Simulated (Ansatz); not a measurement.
`F[Si](F)([SiH3])Cl` + NH₃ → `N[Si](F)(F)[SiH3]` + HCl at 400 K and 1 bar (ligand exchange at the Si–Cl bond).

Calculated with Ansatz (gas phase, PBE0-D4/def2-TZVP geometries, no zero-point term in ΔE). CCSD(T)/CBS is the MP2 limit (def2-TZVPP, def2-QZVPP) plus CCSD(T) − MP2 in def2-TZVPP, frozen cores. This one scheme is used for every species. One conformer a species, not always the lowest.

```tsv
species	CCSD(T)/CBS energy (Eh)	H − E (kJ/mol)	S (J/(mol·K))
`F[Si](F)([SiH3])Cl`	-1239.50998	120.9	396.8
NH₃	-56.50880	104.2	203.1
`N[Si](F)(F)[SiH3]`	-835.62453	188.0	407.1
HCl	-460.38127	29.6	195.4
```

H − E and S are ideal-gas, rigid-rotor, harmonic terms from PBE0-D4/def2-TZVP, for one conformer and one mirror image of each species. 1 Eh = 2625.50 kJ/mol, R = 8.31446 J/(mol·K).

**Question.** By hand: ΔE, ΔH, ΔS and ΔG.

**Answer.** ΔE = (-835.62453) + (-460.38127) − (-1239.50998) − (-56.50880) = 0.01298 Eh = 34.1 kJ/mol. Δ(H − E) = 188.0 + 29.6 − 120.9 − 104.2 = -7.5, so ΔH = 26.6 kJ/mol. ΔS = 407.1 + 195.4 − 396.8 − 203.1 = 2.6 J/(mol·K). ΔG = 26.6 − 400 × (2.6)/1000 = 25.6 kJ/mol.

**Question.** By hand: the equilibrium constant, and the temperature at which ΔG would vanish if ΔH and ΔS stayed fixed.

**Answer.** log₁₀ K = −ΔG/(RT ln 10) = -3.3. ΔG = 0 at ΔH/ΔS = 10231 K, far beyond where these terms or the molecules hold.

The number of gas molecules stays the same, so ΔS is small and ΔH decides. A doubt of 5 kJ/mol in ΔE shifts log₁₀ K by 0.7 here. Other conformers and mirror images would add mixing entropy, several J/(mol·K) or more a flexible species. These are equilibria of isolated gas molecules and say nothing of rates. Largest T1 diagnostic: 0.012 (customary marks: 0.02 for closed shells, 0.045 for open ones).
